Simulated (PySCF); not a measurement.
Orbital energies and ionisation energy

CH₇Ge₃N.
Geometry (PBE0-D3(BJ)/def2-SVP, Å), atoms numbered from 1 in this order:
```
atom  x, y, z in Å
N1    -2.325    2.200   -0.538
C2    -2.134    1.081   -0.299
Ge3   -1.693   -0.760    0.086
Ge4    0.637   -1.007   -0.543
Ge5    1.887    0.804    0.471
H6    -1.929   -0.930    1.594
H7    -2.688   -1.617   -0.709
H8     0.722   -0.965   -2.080
H9     1.119   -2.389   -0.062
H10    1.768    0.699    2.001
H11    1.303    2.144   -0.001
H12    3.370    0.710    0.071
```

Level: wB97X-D/def2-SVPD (PySCF). Frontier orbitals with their largest atomic shares (Löwdin; up to four atoms above 4 %):

```
orbital  ε (eV)                              main atoms
 HOMO−3  -11.54  Ge5 26 %, H11 16 %, Ge4 15 %, H10 13 %
 HOMO−2  -11.47      N1 31 %, C2 26 %, Ge3 13 %, H6 8 %
 HOMO−1  -10.70   Ge4 30 %, Ge5 15 %, Ge3 11 %, H8 10 %
   HOMO   -9.96                                       ?
   LUMO    0.87    Ge3 22 %, Ge4 20 %, Ge5 15 %, H7 9 %
 LUMO+1    1.14   Ge3 19 %, Ge4 17 %, Ge5 15 %, C2 12 %
 LUMO+2    1.26    Ge3 24 %, Ge4 23 %, Ge5 15 %, H9 7 %
```

What vertical ionisation energy does ΔSCF give, and how far is −ε(HOMO) from it?

ΔSCF: 10.08 eV (972 kJ/mol; threshold wavelength 123 nm); ⟨S²⟩ of the doublet left behind is 0.758, against 0.75 for a pure doublet. −ε(HOMO) is 9.96 eV, 0.12 eV below it. In exact Kohn–Sham theory the two would be equal; wB97X-D (range-separated hybrid) comes within 0.12 eV of that here. Holes in the HOMO−1 and HOMO−2 were tried too where these lie within 1.2 eV of the HOMO; the lowest converged state counts.

On which atoms does the HOMO lie?

Ge4 (germanium bonded to 2 Ge and 2 H) 30 %, Ge5 (germanium bonded to Ge and 3 H) 22 %, Ge3 (germanium bonded to C, Ge and 2 H) 19 %, H12 (Ge–H hydrogen) 5 %, so no atom holds as much as 40 %. The HOMO−1 lies 0.74 eV lower.

How many of the 10 lowest singlet excitations (vertical TDDFT, same level) lie below the ionisation energy?

All 10; they run from 6.82 to 7.81 eV.

What total energies stand behind the ΔSCF value?

E(N) = -6327.37751 Eh and E(N − 1) = -6327.00711 Eh at the same geometry, 0.37040 Eh apart.

Isolated species at its PBE0-D3(BJ)/def2-SVP geometry (one conformer only). The calculation is non-relativistic, for germanium too.

These values come from a run that also computed excited states and ΔSCF ions. Hardware: Arm Neoverse V2, one thread, shared host with 96 logical CPUs at a one-minute load of 67. Cost: 2.4 min wall, 1.2 GiB resident at most.

Note: wB97X-D ran without an empirical dispersion term, which enters the total energy and its gradient alone.
